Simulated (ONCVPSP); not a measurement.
**Varying the ONCV potential for rubidium**

Base potential:

```json
{
  "Element": "rubidium (Rb)",
  "Generator": "ONCVPSP 4.0.1",
  "Type": "optimised norm-conserving Vanderbilt (ONCV)",
  "Functional": "LDA (Perdew-Wang 92)",
  "Relativity": "scalar-relativistic",
  "Frozen core": "[Ar] 3d10",
  "Valence charge": "9",
  "Reference configuration": "4s2 4p6 5s1",
  "Partial waves": "4s+5s: rc 2.35 bohr, ncon 4, nbas 9, qcut 5.2 1/bohr, 2 projectors; 4p: rc 2.35 bohr, ncon 4, nbas 8, qcut 7.2 1/bohr, 2 projectors, debl 2.2 Ha; d scattering state at 0.19 Ha: rc 2.15 bohr, ncon 4, nbas 9, qcut 4.3 1/bohr, 2 projectors, debl 0.8 Ha",
  "Local potential": "polynomial inside 1.95 bohr (lpopt 5, dvloc0 4 Ha)",
  "Core correction": "none"
}
```

All-electron outer shells of the reference configuration (LDA (PZ), scalar-relativistic, ld1.x):

| shell | level (eV) | outermost node (bohr) | outermost maximum (bohr) |
| --- | --- | --- | --- |
| 4s | -31.97 | 0.62 | 1.25 |
| 4p | -16.03 | 0.64 | 1.42 |
| 5s | -2.37 | 1.79 | 4.22 |

Cutoffs, loose and tight: the cutoffs (Ha) at which the residual kinetic energy of the hardest occupied pseudo-wave falls to 1 and 0.1 mHa per electron. They do not see the model core or the augmentation charge, which bear on the density cutoff. Test errors are all-electron minus pseudo excitation energies from the reference, over the configurations 4s2 4p6 5s0; 4s2 4p6 5s0.5; 4s2 4p6 5s0 5p1; 4s1 4p6 5s1. A dash means not determined; rows that change the core or the reference have their own tests.

```csv
change,outcome,"cutoff, loose","cutoff, tight",bound ghosts,GHOST(+) flags above zero,largest test error (meV)
base,generated,8.3 Ha,13 Ha,none,none,-102
"local potential polynomial inside 1.95 bohr (lpopt 5, dvloc0 9.5 Ha)",generated,8.3 Ha,13 Ha,none,none,-102
s: rc 3,generated,6.8 Ha,13 Ha,none,none,-235
d: nbas 7,generated,8.3 Ha,13 Ha,none,none,-102
"all radii scaled by about 1.15 (s 2.70, p 2.70, d 2.48 bohr); local potential polynomial inside 2.24 bohr (lpopt 5, dvloc0 4 Ha)",generated,7.0 Ha,14 Ha,none,none,-178
p: nproj 1,generated,8.3 Ha,13 Ha,none,none,-110
functional PBEsol,generated,8.3 Ha,13 Ha,none,none,-102
s: rc 3.02,generated,6.8 Ha,13 Ha,none,none,-239
d: debl 0.45,generated,8.3 Ha,13 Ha,none,none,-102
```
